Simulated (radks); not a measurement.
The numbers below are computed, except where a source is named.
These are the eigenvalues of the occupied orbitals of an atom or ion with whole-number occupations (hartree). Code: a radial shooting solver on a logarithmic mesh with Libxc functionals. Model: non-relativistic Kohn-Sham, r2SCAN, spin-unpolarised, spherical densities, point nucleus; meta-GGA in the generalised Kohn-Sham scheme.

1s: -2028.850
2s: -330.6554
2p: -315.7428
3s: -75.67048
3p: -68.89547
3d: -56.30183
4s: -16.31893
4p: -13.54949
4d: -8.56986
5s: -3.42119
5p: -2.62893
4f: -2.30032

Which element is it, and in what charge state? The configuration may be excited.

Answer. Z = 69, thulium, charge +4: Tm4+ in [Xe] 4f11. The list shows which subshells hold electrons but not how many an open one holds; the 1s level, -2028.9 hartree, gives Z - s = 63.7 by -(Z - s)^2/2, which with screening narrows Z to a few neighbours, and the depths of the outer levels then fix element, charge and occupations together.
